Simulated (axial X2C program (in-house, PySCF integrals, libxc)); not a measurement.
## Potential curves of SbTe, with spin–orbit coupling

All values were computed with an in-house all-electron X2C program for linear molecules (integrals from PySCF). Two-component (2c) means X2C with spin–orbit coupling and atomic mean-field two-electron Coulomb and Gaunt terms. Basis: Te dyall-cv3z [11s12p8d4f1g], Sb dyall-cv3z [11s12p8d4f1g] (cores contracted in-house); Gaussian nuclei, density fitting, unrestricted open shells. Masses: Te 129.906 u, Sb 120.904 u.

State: Ω = 1/2 (⟨Sz⟩ = -0.49, ⟨Lz⟩ = 0.99 at M06). Energies in kJ/mol from the fragments at the same level (Te + Sb). Fits are polynomials in 1 − R0/R over 0.85 to 1.23 times the lowest point R0.

```tsv
R (Å)	M06
2.2124	-143.63
2.3141	-225.18
2.3904	-260.77
2.4667	-280.05
2.5430	-286.95
2.6320	-283.41
2.7210	-271.01
2.8354	-246.67
2.9753	-210.20
3.1787	-154.82
```

Occupations by symmetry block were frozen at the best pattern of an incomplete PBE0 search. Dissociation energies refer to the lowest single-determinant-based atoms at the same level and basis. Density functionals use the spin component along the axis (collinear). Without a current term, density functionals place determinants with orbital angular momentum somewhat too high. The determinant is spin-polarised beyond a pure state at some levels (its spin-free form has ⟨S²⟩ too high), which makes Re and μ there less reliable.

Task: Fit the M06 curve near its minimum: give the equilibrium distance, the harmonic wavenumber and the well depth.

Result: At M06, 2c: Re = 2.558 Å, ωe ≈ 260 cm⁻¹, De = 2.98 eV to Te + Sb; Be follows as 0.0411 cm⁻¹.
